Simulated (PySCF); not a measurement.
C₃H₈GeO, SMILES C/C=C/[O][GeH3]. Geometry: PBE-D3(BJ)/def2-SVP. The structure was generated by enumeration; whether it is a known compound was not checked. The values are those of a single conformer.

Computed equilibrium geometry at PBE-D3(BJ)/def2-SVP (PySCF confirms it by a frequency run) as a Z-matrix (one conformer of several):
```
C
C 1 1.3485
O 1 1.3651 2 122.86
H 2 1.1038 1 117.48 3 2.18
H 1 1.1114 2 120.52 4 179.97
C 2 1.4987 4 118.65 1 179.23
H 6 1.1093 2 111.71 4 179.47
H 6 1.1122 7 107.55 2 123.04
H 6 1.1124 7 107.42 8 113.91
Ge 3 1.8176 1 120.15 5 23.37
H 10 1.5427 3 103.61 1 -167.08
H 10 1.5527 11 112.21 3 117.67
H 10 1.5537 11 112.78 12 125.92
```
